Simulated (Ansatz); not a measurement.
A series at B: from `SB(S)S`, ligands are replaced one by one, each step taking up HCl and setting free H₂S; n counts the steps. Ansatz, PBE0-D4/def2-TZVP geometries. Each molecule was computed in one conformer, which needn't be the lowest.

CBS adds triple-zeta CCSD(T) − MP2 to the MP2 limit, frozen cores; atoms without spin–orbit coupling. 

```csv
n,molecule,"atomization energy, CCSD(T)/CBS (kJ/mol)"
0,`SB(S)S`,?
1,`SB(S)Cl`,1974.2
2,`SB(Cl)Cl`,1664.7
3,`ClB(Cl)Cl`,1349.6
```

By hand: fit a straight line y = ȳ + b (n − n̄) to the 3 given rows and predict n = 0.

n̄ = 2.000, ȳ = 1662.83; Σ(n − n̄)(y − ȳ) = -624.60, Σ(n − n̄)² = 2.000, so b = -312.30 kJ/mol a step. Prediction: 1662.83 + (-312.30) × (-2.000) = 2287.4 kJ/mol.

By hand: compare with the computed value, 2276.6 kJ/mol, and give the steps along the whole series.

The line misses by -10.8 kJ/mol (computed minus predicted). Steps: -302.4, -309.5, -315.1 kJ/mol.

The steps differ by up to 12.7 kJ/mol, small against a whole step but well beyond the method's doubt, so the ligands' effects don't simply add. The miss is 1.2 % of the series' range. The energies themselves are unsure by some kJ/mol a bond, though much of that is common to the series.
